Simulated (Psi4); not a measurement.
Input file for Psi4: SAPT0/jun-cc-pV(D+d)Z on CH9AlN2 (a complex), monomers drawn apart or pushed together.

```
memory 3675 MB

molecule dimer {
0 1
C    -0.50060950   -0.40744734    1.56201586
N    -0.35294685    0.28769917    0.29149530
Al    0.81695944   -0.00879326   -1.00557997
H    -0.35640435    0.25774005    2.41985788
H     0.24624773   -1.20005822    1.63602003
H    -1.48544535   -0.87618195    1.66539196
H    -1.03470934    1.02621013    0.18673627
H     0.73648686    0.91151431   -2.28393564
H     1.86112229   -1.17196098   -0.79044003
--
0 1
N    -0.09701760    0.17685187    5.89238493
H     0.41704241   -0.54104265    5.39474935
H    -1.06273122    0.11981463    5.59005906
H     0.26348086    1.07314498    5.58551984
units angstrom
symmetry c1
no_reorient
no_com
}

set {
  basis jun-cc-pV(D+d)Z
  scf_type df
  freeze_core true
}

energy('sapt0')
```

It printed:

```
[...]
==> Input File <==

--------------------------------------------------------------------------
memory 3675 MB

molecule dimer {
0 1
C    -0.50060950   -0.40744734    1.56201586
N    -0.35294685    0.28769917    0.29149530
Al    0.81695944   -0.00879326   -1.00557997
H    -0.35640435    0.25774005    2.41985788
H     0.24624773   -1.20005822    1.63602003
H    -1.48544535   -0.87618195    1.66539196
H    -1.03470934    1.02621013    0.18673627
H     0.73648686    0.91151431   -2.28393564
H     1.86112229   -1.17196098   -0.79044003
--
0 1
N    -0.09701760    0.17685187    5.89238493
H     0.41704241   -0.54104265    5.39474935
H    -1.06273122    0.11981463    5.59005906
H     0.26348086    1.07314498    5.58551984
units angstrom
symmetry c1
no_reorient
no_com
}

set {
  basis jun-cc-pV(D+d)Z
  scf_type df
  freeze_core true
}

energy('sapt0')
--------------------------------------------------------------------------


   => Loading Basis Set <=

    Name: JUN-CC-PV(D+D)Z
    Role: ORBITAL
    Keyword: BASIS
    atoms 1          entry C          line   188 file jun-cc-pv_dpd_z.gbs
    atoms 2, 10      entry N          line   222 file jun-cc-pv_dpd_z.gbs
    atoms 3          entry AL         line   500 file jun-cc-pv_dpd_z.gbs
    atoms 4-9, 11-13 entry H          line    60 file jun-cc-pv_dpd_z.gbs

   => Loading Basis Set <=

    Name: JUN-CC-PV(D+D)Z
    Role: ORBITAL
    Keyword: BASIS
    atoms 1          entry C          line   188 file jun-cc-pv_dpd_z.gbs
    atoms 2, 10      entry N          line   222 file jun-cc-pv_dpd_z.gbs
    atoms 3          entry AL         line   500 file jun-cc-pv_dpd_z.gbs
    atoms 4-9, 11-13 entry H          line    60 file jun-cc-pv_dpd_z.gbs


  //>>>>>>>>>>>>>>>>>>>>>>>>>>>>>>>>>>>//
  //              Dimer HF             //
  //<<<<<<<<<<<<<<<<<<<<<<<<<<<<<<<<<<<//

   => Libint2 <=

    Primary   basis highest AM E, G, H:  7, 6, 3
    Auxiliary basis highest AM E, G, H:  7, 7, 4
    Onebody   basis highest AM E, G, H:  -, -, -
    Solid Harmonics ordering:            Gaussian


   => Loading Basis Set <=

    Name: JUN-CC-PV(D+D)Z
    Role: ORBITAL
    Keyword: BASIS
    atoms 1          entry C          line   188 file jun-cc-pv_dpd_z.gbs
    atoms 2, 10      entry N          line   222 file jun-cc-pv_dpd_z.gbs
    atoms 3          entry AL         line   500 file jun-cc-pv_dpd_z.gbs
    atoms 4-9, 11-13 entry H          line    60 file jun-cc-pv_dpd_z.gbs


         ---------------------------------------------------------
                                   SCF
               by Justin Turney, Rob Parrish, Andy Simmonett
                          and Daniel G. A. Smith
                              RHF Reference
                        2 Threads,   3504 MiB Core
         ---------------------------------------------------------

  ==> Geometry <==

    Molecular point group: c1
    Full point group: C1

    Geometry (in Angstrom), charge = 0, multiplicity = 1:

       Center              X                  Y                   Z               Mass
    ------------   -----------------  -----------------  -----------------  -----------------
         C           -0.500609500000    -0.407447340000     1.562015860000    12.000000000000
         N           -0.352946850000     0.287699170000     0.291495300000    14.003074004430
         AL           0.816959440000    -0.008793260000    -1.005579970000    26.981538530000
         H           -0.356404350000     0.257740050000     2.419857880000     1.007825032230
         H            0.246247730000    -1.200058220000     1.636020030000     1.007825032230
         H           -1.485445350000    -0.876181950000     1.665391960000     1.007825032230
         H           -1.034709340000     1.026210130000     0.186736270000     1.007825032230
         H            0.736486860000     0.911514310000    -2.283935640000     1.007825032230
         H            1.861122290000    -1.171960980000    -0.790440030000     1.007825032230
         N           -0.097017600000     0.176851870000     5.892384930000    14.003074004430
         H            0.417042410000    -0.541042650000     5.394749350000     1.007825032230
         H           -1.062731220000     0.119814630000     5.590059060000     1.007825032230
         H            0.263480860000     1.073144980000     5.585519840000     1.007825032230

  Running in c1 symmetry.

  Rotational constants: A =      0.43894  B =      0.02523  C =      0.02459 [cm^-1]
  Rotational constants: A =  13159.00654  B =    756.47264  C =    737.29305 [MHz]
  Nuclear repulsion =  142.790476233934527

  Charge       = 0
  Multiplicity = 1
  Electrons    = 42
  Nalpha       = 21
  Nbeta        = 21

  ==> Algorithm <==

  SCF Algorithm Type is DF.
  DIIS enabled.
  MOM disabled.
  Fractional occupation disabled.
  Guess Type is SAD.
  Energy threshold   = 1.00e-08
  Density threshold  = 1.00e-08
  Integral threshold = 1.00e-12

  ==> Primary Basis <==

  Basis Set: JUN-CC-PV(D+D)Z
    Blend
[...]
    123A     11.564341   124A     18.445209   125A     25.291118
     126A     88.309978

    Final Occupation by Irrep:
              A
    DOCC [     5 ]
    NA   [     5 ]
    NB   [     5 ]

  @DF-RHF Final Energy:   -56.20281986437073

   => Energetics <=

    Nuclear Repulsion Energy =             11.9361899654796257
    One-Electron Energy =                 -99.5206206695226427
    Two-Electron Energy =                  31.3816108396722839
    Total Energy =                        -56.2028198643707313

Computation Completed


Properties will be evaluated at   0.000000,   0.000000,   0.000000 [a0]

Properties computed using the SCF density matrix


 Multipole Moments:

 ------------------------------------------------------------------------------------
     Multipole            Electronic (a.u.)      Nuclear  (a.u.)        Total (a.u.)
 ------------------------------------------------------------------------------------

 L = 1.  Multiply by 2.5417464519 to convert [e a0] to [Debye]
 Dipole X            :          1.9485253           -2.0056252           -0.0570999
 Dipole Y            :         -3.4968447            3.5713557            0.0745110
 Dipole Z            :       -109.9523888          109.2583384           -0.6940504
 Magnitude           :                                                    0.7003701

 ------------------------------------------------------------------------------------

  Constructing Basis Sets for SAPT...

   => Loading Basis Set <=

    Name: (JUN-CC-PV(D+D)Z AUX)
    Role: RIFIT
    Keyword: DF_BASIS_SAPT
    atoms 1          entry C          line   100 file jun-cc-pvdz-ri.gbs
    atoms 2, 10      entry N          line   144 file jun-cc-pvdz-ri.gbs
    atoms 3          entry AL         line   320 file jun-cc-pvdz-ri.gbs
    atoms 4-9, 11-13 entry H          line    30 file jun-cc-pvdz-ri.gbs

   => Loading Basis Set <=

    Name: (JUN-CC-PV(D+D)Z AUX)
    Role: JKFIT
    Keyword: DF_BASIS_ELST
    atoms 1          entry C          line   146 file jun-cc-pvdz-jkfit.gbs
    atoms 2, 10      entry N          line   202 file jun-cc-pvdz-jkfit.gbs
    atoms 3          entry AL         line   426 file jun-cc-pvdz-jkfit.gbs
    atoms 4-9, 11-13 entry H          line    70 file jun-cc-pvdz-jkfit.gbs


  //>>>>>>>>>>>>>>>>>>>>>>>>>>>>>>>>>>>//
  //               SAPT0               //
  //<<<<<<<<<<<<<<<<<<<<<<<<<<<<<<<<<<<//



        SAPT0
    Ed Hohenstein
     6 June 2009

      Orbital Information
  --------------------------
    NSO        =       126
    NMO        =       126
    NRI        =       406
    NRI (Elst) =       565
    NOCC A     =        16
    NOCC B     =         5
    FOCC A     =         7
    FOCC B     =         1
    NVIR A     =       110
    NVIR B     =       121

    Elst10,r            =    -0.000022685163 [Eh]
    Exch10              =     0.000380500518 [Eh]
    Exch10 (S^2)        =     0.000380337237 [Eh]

    Maxiter = 50
    CPHF R converge = 1.000000E-08

    Iter     Energy [mEh]          dE [mEh]         Residual      Time [s]
       1      -0.03235983       0.032359833     7.686507e-04             0
       2      -0.03997081       0.007610982     2.525111e-04             0
       3      -0.04017620       0.000205389     8.563845e-05             0
       4      -0.03999638      -0.000179827     2.980687e-05             0
       5      -0.03996652      -0.000029852     8.141901e-06             0
       6      -0.03998076       0.000014237     3.067143e-06             0
       7      -0.03998358       0.000002821     7.761390e-07             0
       8      -0.03998214      -0.000001439     1.442931e-07             0
       9      -0.03998225       0.000000101     3.062914e-08             0
      10      -0.03998226       0.000000013     5.261187e-09             0

    CHF Iterations converged

    Maxiter = 50
    CPHF R converge = 1.000000E-08

    Iter     Energy [mEh]          dE [mEh]         Residual      Time [s]
       1      -0.02841129       0.028411292     6.142352e-04             0
       2      -0.03434298       0.005931685     1.605550e-04             0
       3      -0.03442855       0.000085571     6.473874e-05             0
       4      -0.03427044      -0.000158106     1.460940e-05             0
       5      -0.03429414       0.000023698     3.092355e-06             0
       6      -0.03429527       0.000001130     4.887028e-07             0
       7      -0.03429457      -0.000000699     6.214625e-08             0
       8      -0.03429464       0.000000066     8.111496e-09             0

    CHF Iterations converged

    Ind20,r (A<-B)      =    -0.000039982259 [Eh]
    Ind20,r (B<-A)      =    -0.000034294637 [Eh]
    Ind20,r             =    -0.000074276896 [Eh]
    Exch-Ind20,r (A<-B) =     0.000028735798 [Eh]
    Exch-Ind20,r (B<-A) =     0.000031110439 [Eh]
    Exch-Ind20,r        =     0.000059846236 [Eh]
    Disp20              =    -0.000428427351 [Eh]
    Disp20 (SS)         =    -0.000214213675 [Eh]
    Disp20 (OS)         =    -0.000214213675 [Eh]
    Exch-Disp20         =     0.000028272729 [Eh]
    Exch-Disp20 (SS)    =     0.000016771601 [Eh]
    Exch-Disp20 (OS)    =     0.000011501128 [Eh]

    SAPT Results
  --------------------------------------------------------------------------------------------------------
    Electrostatics                 -0.02268516 [mEh]      -0.01423515 [kcal/mol]      -0.05955989 [kJ/mol]
      Elst10,r                     -0.02268516 [mEh]      -0.01423515 [kcal/mol]      -0.05955989 [kJ/mol]

    Exchange                        0.38050052 [mEh]       0.23876768 [kcal/mol]       0.99900397 [kJ/mol]
      Exch10                        0.38050052 [mEh]       0.23876768 [kcal/mol]       0.99900397 [kJ/mol]
      Exch10(S^2)                   0.38033724 [mEh]       0.23866522 [kcal/mol]       0.99857528 [kJ/mol]

    Induction                      -0.03469387 [mEh]      -0.02177073 [kcal/mol]      -0.09108874 [kJ/mol]
      Ind20,r                      -0.07427690 [mEh]      -0.04660946 [kcal/mol]      -0.19501396 [kJ/mol]
      Exch-Ind20,r                  0.05984624 [mEh]       0.03755408 [kcal/mol]       0.15712627 [kJ/mol]
      delta HF,r (2)               -0.02026321 [mEh]      -0.01271536 [kcal/mol]      -0.05320105 [kJ/mol]

    Dispersion                     -0.40015462 [mEh]      -0.25110082 [kcal/mol]      -1.05060582 [kJ/mol]
      Disp20                       -0.42842735 [mEh]      -0.26884222 [kcal/mol]      -1.12483585 [kJ/mol]
      Exch-Disp20                   0.02827273 [mEh]       0.01774141 [kcal/mol]       0.07423004 [kJ/mol]
      Disp20 (SS)                  -0.21421368 [mEh]      -0.13442111 [kcal/mol]      -0.56241793 [kJ/mol]
      Disp20 (OS)                  -0.21421368 [mEh]      -0.13442111 [kcal/mol]      -0.56241793 [kJ/mol]
      Exch-Disp20 (SS)              0.01677160 [mEh]       0.01052434 [kcal/mol]       0.04403383 [kJ/mol]
      Exch-Disp20 (OS)              0.01150113 [mEh]       0.00721707 [kcal/mol]       0.03019621 [kJ/mol]

  Total HF                          0.32312149 [mEh]       0.20276179 [kcal/mol]       0.84835534 [kJ/mol]
  Total SAPT0                      -0.07703314 [mEh]      -0.04833902 [kcal/mol]      -0.20225047 [kJ/mol]

  Special recipe for scaled SAPT0 (see Manual):
    Electrostatics sSAPT0          -0.02268516 [mEh]      -0.01423515 [kcal/mol]      -0.05955989 [kJ/mol]
    Exchange sSAPT0                 0.38050052 [mEh]       0.23876768 [kcal/mol]       0.99900397 [kJ/mol]
    Induction sSAPT0               -0.03461676 [mEh]      -0.02172234 [kcal/mol]      -0.09088629 [kJ/mol]
    Dispersion sSAPT0              -0.40011819 [mEh]      -0.25107796 [kcal/mol]      -1.05051017 [kJ/mol]
  Total sSAPT0                     -0.07691960 [mEh]      -0.04826778 [kcal/mol]      -0.20195238 [kJ/mol]
  --------------------------------------------------------------------------------------------------------



*** Psi4 exiting successfully. Buy a developer a beer!
```

The run finished.

Cost: around 9 core-seconds (rough).
